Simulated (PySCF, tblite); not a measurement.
A set of runs on `BC(B)CCSC`; the geometry of each is named by its level. Settings lines and outputs come from a driver script.

Compound: C4H12B2S.
Bonds: B1–C2, C2–B3, C2–C4, C4–C5, C5–S6, S6–C7. Hydrogens: H8, H9 on B1; H10 on C2; H11, H12 on B3; H13, H14 on C4; H15, H16 on C5; H17, H18, H19 on C7.

Step 1: GFN2-xTB geometry optimisation, gas phase (tblite 0.8.0) (from a force-field or distance-geometry start)
```json
{"job": {"kind": "relax", "xc": "GFN2-xTB", "basis": "xTB"}, "charge": 0, "multiplicity": 1}
```
```
step      E/eV     max force
  0    -553.47594    2.137
  1    -553.67800    1.016
  2    -553.76319    0.662
...
100    -554.10331    0.028
101    -554.10338    0.020
102    -554.10342    0.012
103    -554.10343    0.010
104    -554.10344    0.009
```

Energy lowered by 14.5 kcal/mol over 104 steps; largest atomic force 0.009 eV/Å at the end. «max force» is the largest atomic force in eV/Å.

On an Arm Neoverse V2 with one thread (shared host), this took 0.57 s of wall time.

Step 2: GFN2-xTB harmonic vibrations, gas phase (tblite 0.8.0) (on the GFN2-xTB geometry)
```json
{"job": {"kind": "ir", "xc": "GFN2-xTB", "basis": "xTB"}, "charge": 0, "multiplicity": 1}
```
```
(table of modes left out)
```

51 modes from 32 to 3063 cm⁻¹ (unscaled, harmonic); zero-point energy 94.6 kcal/mol; all wavenumbers are real at this level.

Hardware: Arm Neoverse V2, one thread, shared host. Cost: 0.52 s of wall time.

Step 3: TDDFT CAM-B3LYP/def2-SVPD, vertical, gas phase, core orbitals frozen in the response (PySCF 2.14.0, density-fitted response routines) (on the GFN2-xTB geometry)
```json
{"job": {"kind": "uv", "xc": "CAM-B3LYP", "basis": "def2-SVPD", "nstates": 8, "ntriplets": 3}, "charge": 0, "multiplicity": 1}
```
```
...
Static polarisability (au): isotropic 97.284, principal 87.315 88.900 115.637
Singlet excitations
state   eV       nm        f      main configurations
  1   4.3505    285.0   0.01162   H->L 0.96
  2   5.0848    243.8   0.01195   H-2->L 0.59, H-1->L 0.32
  3   5.3790    230.5   0.00077   H->L+3 0.62
  4   5.4151    229.0   0.00097   H-3->L 0.50, H-1->L 0.18, H-2->L 0.15
  5   5.8174    213.1   0.00387   H->L+1 0.41, H-5->L 0.27, H-4->L 0.09
  6   5.8639    211.4   0.01009   H->L+1 0.26, H-4->L 0.23, H-5->L 0.22
  7   6.0835    203.8   0.00125   H-5->L 0.20, H-6->L 0.14, H-3->L 0.14
  8   6.1743    200.8   0.03079   H->L+2 0.43, H->L+5 0.27, H->L+1 0.14
Triplet excitations (Tamm-Dancoff, eV): 4.2718 4.4261 4.9312
```

HOMO -7.69 eV, LUMO -1.08 eV; lowest singlet 4.35 eV; lowest triplet 4.27 eV (Tamm–Dancoff); mean polarisability 97.3 au.

On one thread of an Arm Neoverse V2, no GPU, shared host with 192 logical CPUs at a one-minute load of 88, this took 64 s and 1.2 GiB of memory at its peak.

Geometry of the electronic-property runs (GFN2-xTB):
```
atom  x, y, z in Å
B1    -1.696    1.187    0.824
C2    -1.388   -0.292    0.401
B3    -2.793   -0.986    0.325
C4    -0.512   -0.449   -0.850
C5     0.887    0.109   -0.632
S6     1.775   -0.846    0.654
C7     3.267    0.178    0.764
H8    -2.040    1.426    1.916
H9    -1.602    2.057    0.046
H10   -0.872   -0.763    1.246
H11   -3.217   -1.348   -0.704
H12   -3.427   -1.131    1.296
H13   -0.427   -1.505   -1.118
H14   -0.966    0.077   -1.692
H15    0.841    1.144   -0.289
H16    1.482    0.049   -1.545
H17    3.769    0.197   -0.200
H18    2.996    1.184    1.073
H19    3.911   -0.278    1.508
```

 (This holds for the electronic-property runs.)

One conformer stands for the species.
